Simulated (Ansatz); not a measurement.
A structure relaxed at PBE-D4/def2-SVP in Ansatz, charge 0, singlet:

```csv
atom,x (Å),y (Å),z (Å)
Sn1,0.1754,1.4949,-1.3964
Sn2,2.1017,2.1586,0.6521
Sn3,0.2649,-1.4189,-1.5182
Sn4,0.7504,-0.2134,1.3273
Sn5,-1.2284,-2.3773,0.8484
Sn6,-2.0640,0.3560,0.0867
```

Q: Give its formula and point group.

A: Sn6. Point group Cs (tolerance 0.1 Å).

Q: Summarise the bond lengths by kind (pairs closer than 1.2 times the sum of covalent radii, bridged metal pairs left out).

A: 10 × Sn–Sn 2.81 to 3.27 Å.

In the def2 sets Sn takes a core potential; there is no spin–orbit coupling. The restricted singlet is unstable towards broken spin symmetry in Hartree–Fock (as tested in another run); at PBE-D4/def2-SVP this wasn't settled. Another isomer (singlet) lies 0.69 eV lower at PBE0-D4/def2-TZVP; other spin states weren't run for this one.
